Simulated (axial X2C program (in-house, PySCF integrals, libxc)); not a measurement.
MoCl: properties at the nuclei

Calculated with an axial X2C code built on PySCF integrals: two-component X2C with atomic mean-field Coulomb and Gaunt terms, Gaussian nuclei, basis Mo dyall-cv3z, Cl dyall-av3z with contracted cores.

R = 2.294 Å (near the PBE0 minimum at charge 0 of the determinant lowest at the starting distance; the state shown can have its own minimum elsewhere).

Input and command:
```json
{"zs": [42, 17], "q": 0, "bas": ["dyall-cv3z", "dyall-av3z"], "r0": 2.37, "levels": ["PBE0", "HF", "BP86", "BHandHLYP", "PBE50"], "nst": 3}
```
```bash
python soeom.py task.json out
```

Keys: zs atomic numbers; q charge; bas basis sets; r0 starting distance in Å; levels methods; nst determinants followed.

Determinant lowest in the PBE0 search, Ω = 5/2 (⟨Sz⟩ = 2.50, ⟨Lz⟩ = 0.00 at PBE0), spin on the atoms Mo 2.49, Cl 0.00:

| level | Eeff magnitude (GV/cm) | Ws magnitude Mo (kHz) | A∥/gI Mo (MHz) | qzz Mo (a.u.) | A∥/gI Cl (MHz) | qzz Cl (a.u.) | μ (D) |
| --- | --- | --- | --- | --- | --- | --- | --- |
| PBE0 | 0.667 | 0.0724 | 395 | -0.16 | -13.8 | 1.25 | -4.49 |
| HF | 0.709 | 0.07 | 249 | -0.81 | -20.1 | 0.89 | -5.48 |
| BP86 | 0.272 | 0.000944 | 485 | 0.16 | -12.7 | 1.34 | -3.74 |
| BHandHLYP | 0.605 | 0.0578 | 367 | -0.44 | -11 | 1.07 | -4.99 |
| PBE50 | 1.02 | 0.136 | 323 | -0.49 | -14.5 | 1.14 | -5.10 |

Eeff is the effective electric field on the electron electric dipole moment in this Ω state and Ws the scalar–pseudoscalar constant of the nucleus named (defined with the proton number Z and per Ω); A∥ (defined per Ω) follows by multiplying with gI = μI/(I μN); qzz is the electric field gradient, eQq0 = 234.96 MHz × Q/barn × qzz; μ is positive if the Cl end (last atom) is positive. The operators were transformed with the bare-nucleus X2C matrices; with these basis sets, hyperfine constants and field gradients can be off by tens of per cent, and where levels differ in sign neither size nor sign is settled.

Q: With gI(95Mo) = -0.3657, gI(35Cl) = 0.5479, Q(35Cl) = -0.08112 barn (g factors from the IAEA table of nuclear moments by Stone; Q from Pyykkö, Mol. Phys. 2018), turn the PBE0 values of the first state into constants in MHz.

A: A∥(95Mo) = 395 × -0.3657 = -144 MHz; A∥(35Cl) = -13.8 × 0.5479 = -7.56 MHz; eQq0(35Cl) = 234.96 × (-0.08112) × (1.25) = -23.8 MHz.

Each state is one determinant with collinear spin, which with several unpaired electrons need not be a pure state. Unrestricted Hartree–Fock can overshoot spin polarisation at the nuclei. This is the top spin component of a Σ state; components of lower Ω are not single determinants and can lie lower. With several open shells hyperfine constants can be off by a factor of several. Where Eeff spreads by more than a factor of two the levels disagree and none is to be relied on. The search compared states at one distance, so a state with another bond length can lie lower. The sign of Ws at Mo differs between levels in the first state. Further determinants of the search, some of them spin-mixed, are not shown. Where a field gradient or hyperfine factor spreads by more than a factor of two over the levels, a constant derived from it is not to be relied on.
